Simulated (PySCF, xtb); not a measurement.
MgO, SMILES [O]=[Mg].

GFN2-xTB run with xtb 6.7.1 at its own geometry gives an orbital gap of 2.13 eV and a dipole moment of 6.22 D.

The structure is a stationary point at r2SCAN-D4/def2-TZVPD.

**Question.** What does B3LYP/def2-TZVPD (PySCF) give? (The exact figures need the calculation; the answer reports its results.)

**Answer.** gap 2.09 eV (levels -5.98 and -3.88 eV), dipole 7.47 D.
